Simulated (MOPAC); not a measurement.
Job for MOPAC: AM1 on BrHZn (SMILES [ZnH][Br]), a point of a bond scan (R = 2.258 Å).

```
AM1 1SCF PRECISE CHARGE=0 THREADS=1
BrHZn

Zn    -0.00000000 1    -0.00000000 1    -1.17426818 1
H     -0.00000000 1    -0.00000000 1    -2.69787527 1
Br     0.00000000 1     0.00000000 1     1.08359773 1
```

The log:

```
*******************************************************************************
 **                                                                           **
 **                              MOPAC v23.2.5                                **
 **                                                                           **
 *******************************************************************************
 ** MOPAC's Digital Object Identifier: https://doi.org/10.5281/zenodo.6511958 **
 **                                                                           **
 ** Please cite the open-source release paper for use of this MOPAC version:  **
 ** J. E. Moussa and J. J. P. Stewart (2026)                                  **
 ** MOPAC: An open-source semiempirical molecular orbital program             **
 ** J. Open Source Softw., 11(119), 8025, https://doi.org/10.21105/joss.08025 **
 *******************************************************************************

                              AM1 CALCULATION RESULTS

 *******************************************************************************
 *  AM1        - The AM1 Hamiltonian to be used
 *
 *
 *
 *                 CHARGE ON SYSTEM = 0
 *
 *
 *
 *  PRECISE    - TIGHTER CRITERIA TO BE USED
 *  1SCF       - DO 1 SCF AND THEN STOP
 *  THREADS=1  - MULTI-THREADING NOT USED
 *  T=         - A TIME OF 172800.0 SECONDS REQUESTED
 *  DUMP=N     - RESTART FILE WRITTEN EVERY 7200.0 SECONDS REQUESTED
 *******************************************************************************
AM1 1SCF PRECISE CHARGE=0 THREADS=1
 BrHZn

   ATOM   CHEMICAL          X               Y               Z
  NUMBER   SYMBOL      (ANGSTROMS)     (ANGSTROMS)     (ANGSTROMS)

     1      Zn         -0.00000000  *  -0.00000000  *  -1.17426818  *
     2       H         -0.00000000  *  -0.00000000  *  -2.69787527  *
     3      Br          0.00000000  *   0.00000000  *   1.08359773  *



          CARTESIAN COORDINATES

    NO.       ATOM           X           Y           Z

     1        Zn         -0.0000     -0.0000     -1.1743
     2         H         -0.0000     -0.0000     -2.6979
     3        Br          0.0000      0.0000      1.0836

  H: (AM1): M.J.S. DEWAR ET AL, J. AM. CHEM. SOC. 107 3902-3909 (1985)
 Zn: (AM1): M.J.S. DEWAR, K.M. MERZ, ORGANOMETALLICS, 7, 522-524 (1988).
 Br: (AM1): M.J.S. DEWAR AND E. G. ZOEBISCH, THEOCHEM, 180, 1 (1988).

           Empirical Formula: H Zn Br  =     3 atoms



      MOLECULAR POINT GROUP   :   C*v


      RHF CALCULATION, NO. OF DOUBLY OCCUPIED LEVELS = 5


 -------------------------------------------------------------------------------
 AM1 1SCF PRECISE CHARGE=0 THREADS=1
 BrHZn



     1SCF WAS SPECIFIED, SO BFGS WAS NOT USED
     SCF FIELD WAS ACHIEVED


                              AM1 CALCULATION
                                                       MOPAC v23.2.5 Linux




          FINAL HEAT OF FORMATION =         -9.25925 KCAL/MOL =     -38.74071 KJ/MOL


          COSMO AREA              =         81.84 SQUARE ANGSTROMS
          COSMO VOLUME            =         60.72 CUBIC ANGSTROMS

          IONIZATION POTENTIAL    =         11.136725 EV
          HOMO LUMO ENERGIES (EV) =        -11.137 -0.233
          NO. OF FILLED LEVELS    =          5
          MOLECULAR WEIGHT        =        146.2919         POINT GROUP:  C*v

          MOLECULAR DIMENSIONS (Angstroms)

            Atom       Atom       Distance
           Br     3    H     2     3.78147
           Br     3    H     2     0.00000
           Zn     1    H     2     0.00000


          SCF CALCULATIONS        =          1





   ATOM   CHEMICAL          X               Y               Z
  NUMBER   SYMBOL      (ANGSTROMS)     (ANGSTROMS)     (ANGSTROMS)

     1      Zn         -0.00000000  *  -0.00000000  *  -1.17426818  *
     2       H         -0.00000000  *  -0.00000000  *  -2.69787527  *
     3      Br          0.00000000  *   0.00000000  *   1.08359773  *

                             CARTESIAN COORDINATES

   1   Zn       -0.000000000    -0.000000000    -1.174268180
   2    H       -0.000000000    -0.000000000    -2.697875270
   3   Br        0.000000000     0.000000000     1.083597730


           Empirical Formula: H Zn Br  =     3 atoms



      MOLECULAR POINT GROUP   :   C*v


                  EIGENVALUES
 -30.47720 -13.20835 -12.33288 -11.13673 -11.13673  -0.23267   3.09388   3.09388
   4.73021


              NET ATOMIC CHARGES AND DIPOLE CONTRIBUTIONS

  ATOM NO.   TYPE          CHARGE      No. of ELECS.   s-Pop       p-Pop
    1         Zn           0.400264        1.5997     0.88456     0.71517
    2          H          -0.109555        1.1096     1.10955
    3         Br          -0.290709        7.2907     1.94101     5.34970
 DIPOLE           X         Y         Z       TOTAL
 POINT-CHG.     0.000     0.000    -2.351     2.351
 HYBRID        -0.000    -0.000     0.425     0.425
 SUM           -0.000    -0.000    -1.926     1.926


          ATOMIC ORBITAL ELECTRON POPULATIONS

     Atom    s        px        py        pz
    1 Zn   0.88456   0.07242   0.07242   0.57032
    2  H   1.10955
    3 Br   1.94101   1.92758   1.92758   1.49455

 **********************
 *                    *
 * JOB ENDED NORMALLY *
 *                    *
 **********************




 == MOPAC DONE ==
```

The run finished.

Cost: about 0.020 core-seconds (a rough figure).
